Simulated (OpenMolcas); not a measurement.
**OpenMolcas run: Ti2+**

Ti2+ among 4 point charges of -1 e arranged as a tetrahedron (Td), 1.86 Å from the ion.

Input:

```
&GATEWAY
Coord
1

Ti 0.0 0.0 0.0
Basis=ANO-RCC-VDZP
Group=NoSym
NoMove
AngMom=0.0 0.0 0.0
AMFI
XField
4 Angstrom 0
1.073872 1.073872 1.073872 -1.000000
1.073872 -1.073872 -1.073872 -1.000000
-1.073872 1.073872 -1.073872 -1.000000
-1.073872 -1.073872 1.073872 -1.000000
&SEWARD
&RASSCF
FileOrb=start.orb
Symmetry=1
Spin=3
nActEl=2 0 0
Inactive=9
Ras2=5
CIRoot=10 10 1
SDav=10
CIMx=300
Iter=120 100
PrWF=0.3
OrbListing=Nothing
MaxOrb=0
>>> COPY $Project.JobIph JOB001
&RASSCF
FileOrb=start.orb
Symmetry=1
Spin=1
nActEl=2 0 0
Inactive=9
Ras2=5
CIRoot=15 15 1
SDav=15
CIMx=300
Iter=120 100
PrWF=0.3
OrbListing=Nothing
MaxOrb=0
>>> COPY $Project.JobIph JOB002
&RASSI
NrOfJobIphs=2 10 15
1 2 3 4 5 6 7 8 9 10
1 2 3 4 5 6 7 8 9 10 11 12 13 14 15
IphNames
JOB001
JOB002
EJob
SpinOrbit
DIPRint=1.0
SOCoupling=1000.0
Subsets=2
Property=9
'ANGMOM' 1 'ANGMOM' 2 'ANGMOM' 3 'MLTPL  1' 1 'MLTPL  1' 2 'MLTPL  1' 3
'AMFI' 1 'AMFI' 2 'AMFI' 3
SOProperty=3
'ANGMOM' 1 'ANGMOM' 2 'ANGMOM' 3
```

Launched by
```bash
OMP_NUM_THREADS=1 MOLCAS_MEM=1689 MOLCAS_PROJECT=a pymolcas a.inp > a.log  # once for each step of the input, in one work folder
```

A driver script runs the steps one by one and writes start.orb anew before each from the orbitals found so far.

Output, cut to the results:

```
--- SEWARD ---
Basis set label: TI.ANO-RCC...5S4P2D1F.

      Electronic valence basis set:
      ------------------
      Associated Effective Charge  22.000000 au
      Associated Actual Charge     22.000000 au
      Nuclear Model: Point charge

      Shell  nPrim  nBasis  Cartesian Spherical Contaminant
         s      21       5        X
         p      15       4        X
         d      10       2                 X
         f       6       1                 X
                  Relativistic Douglas-Kroll-Hess integrals:
                    - DKH order of Hamiltonian: 2
                    - DKH order of Properties : 0
                  Atomic mean-field integrals
--- RASSCF ---
Wave function specifications:
      -----------------------------

      Number of closed shell electrons          18
      Number of electrons in active shells       2
      Max number of holes in RAS1 space          0
      Max nr of electrons in RAS3 space          0
      Number of inactive orbitals                9
      Number of active orbitals                  5
      Number of secondary orbitals              20
      Spin quantum number                      1.0
      State symmetry                             1
Orbital specifications:
      -----------------------

      Symmetry species                           1
                                                 a
      Frozen orbitals                            0
      Inactive orbitals                          9
      Active orbitals                            5
      RAS1 orbitals                              0
      RAS2 orbitals                              5
      RAS3 orbitals                              0
      Secondary orbitals                        20
      Deleted orbitals                           0
      Number of basis functions                 34
      Number of CSFs                            10
      Number of root(s) required                10
      Iter CI   SX   CI       RASSCF       Energy    max ROT     max BLB   max BLB  Level Ln srch  Step   QN
          iter iter root      energy       change     param      element    value   shift minimum  type update
 Nr of preliminary CI iterations:   1
        1   1    7    0  -854.31027063    0.00E+00  -6.03E-02    8  21 1 -5.22E-02*  0.55   0.00    SX    NO
        2   1    7    0  -854.32583616   -1.56E-02*  3.79E-02    9  22 1  2.68E-02*  0.59   0.00    SX    NO
        3   1    6    0  -854.32837761   -2.54E-03* -2.26E-02   10  19 1  6.09E-03*  0.59   0.00    SX    NO
        4   1    6    0  -854.32912610   -7.48E-04* -1.38E-02   13  18 1  3.69E-03*  0.59   0.00    SX    NO
        5   1    6    0  -854.32938419   -2.58E-04* -1.93E-02   13  18 1  2.26E-03*  0.59   2.50    LS   YES
        6   1    6    0  -854.32953054   -1.46E-04*  2.70E-03    9  22 1 -2.11E-03*  0.59   1.08    QN   YES
        7   1    5    0  -854.32954197   -1.14E-05*  1.97E-03    9  22 1 -7.16E-04*  0.59   1.74    LS   YES
        8   1    5    0  -854.32954447   -2.50E-06*  6.95E-04    9  22 1  3.00E-04*  0.58   1.01    QN   YES
        9   1    4    0  -854.32954530   -8.33E-07*  1.18E-04    9  10 1 -8.07E-05   0.58   1.14    QN   YES
       10   1    4    0  -854.32954533   -2.42E-08*  1.05E-05    8  13 1 -2.21E-05   0.58   1.11    QN   YES
       11   1    3    0  -854.32954533   -1.36E-09   7.63E-06    8  13 1 -6.90E-06   0.58   1.30    QN   YES
      Convergence after 11 iterations
       12   1    3    0  -854.32954533   -1.40E-10   7.63E-06    9  19 1 -1.55E-06   0.58   1.30    QN   YES
      Natural orbitals and occupation numbers for root  1
      sym 1:  -0.000000  -0.000000   1.000000  -0.000000   1.000000
      Natural orbitals and occupation numbers for root  2
      sym 1:   0.766052   0.233948   0.766052  -0.000000   0.233948
      Natural orbitals and occupation numbers for root  3
      sym 1:   0.143846   0.143846   0.856154   0.000000   0.856154
::    RASSCF root number  1 Total energy:   -854.36075344
::    RASSCF root number  2 Total energy:   -854.34873040
::    RASSCF root number  3 Total energy:   -854.34873040
::    RASSCF root number  4 Total energy:   -854.34873040
::    RASSCF root number  5 Total energy:   -854.33977730
::    RASSCF root number  6 Total energy:   -854.33977730
::    RASSCF root number  7 Total energy:   -854.33977730
::    RASSCF root number  8 Total energy:   -854.28972560
::    RASSCF root number  9 Total energy:   -854.28972560
::    RASSCF root number 10 Total energy:   -854.28972560
...
--- RASSI ---
SPIN-FREE ENERGIES:
  (Shifted by EMIN (a.u.) =       -854.3607534371)

 SF State       Relative EMIN(au)   Rel lowest level(eV)    D:o, cm**(-1)      L_eff

     1             0.0000000000        0.0000000000              0.0000         3.0
     2             0.0120230419        0.3271636378           2638.7527         2.9
     3             0.0120230419        0.3271636378           2638.7527         2.9
     4             0.0120230419        0.3271636378           2638.7527         2.9
     5             0.0209761402        0.5707898541           4603.7306         2.9
     6             0.0209761402        0.5707898541           4603.7306         2.9
     7             0.0209761402        0.5707898541           4603.7306         2.9
    11             0.0527355779        1.4350081779          11574.1215         2.2
    12             0.0527355779        1.4350081779          11574.1215         2.2
    13             0.0641771111        1.7463481586          14085.2478         2.1
    14             0.0641771111        1.7463481586          14085.2478         2.1
    15             0.0641771111        1.7463481586          14085.2478         2.1
    10             0.0710278412        1.9327660218          15588.8093         1.0
     8             0.0710278412        1.9327660218          15588.8093         1.0
     9             0.0710278412        1.9327660218          15588.8093         1.0
    16             0.0816241866        2.2211072676          17914.4383         3.9
    17             0.0841162698        2.2889203069          18461.3873         3.9
    18             0.0841162698        2.2889203069          18461.3873         3.9
    19             0.0841162698        2.2889203069          18461.3873         3.9
    20             0.0883226552        2.4033818858          19384.5822         3.7
    21             0.0883226552        2.4033818858          19384.5822         3.7
...
```

Spin-orbit levels above the lowest (labels of Td):

```tsv
E (cm-1)	Degeneracy	Label	2S+1
0.0	3	T2	3
2596	1	A2	3
2626	3	T2	3
2655	2	E	3
2672	3	T1	3
4536	3	T2	3
4548	2	E	3
4707	3	T1	3
4787	1	A1	3
11585	2	E	1
14082	3	T2	1
15481	1	A1	3
15542	3	T1	3
15665	2	E	3
15677	3	T2	3
17928	1	A1	1
18474	3	T1	1
19398	2	E	1
20590	3	T2	1
42472	1	A1	1
```

Without dynamic correlation the repulsion within the d shell is too large (B by tens of per cent), so at a given field states of lower spin stand too high. The ground term spreads over less than 5000 cm-1, several times less than with real ligands, so orbital moments are less quenched and χT lies further from the spin-only value than at real sites. This is an electrostatic model: the charges have no orbitals. No measured value stands beside these numbers.
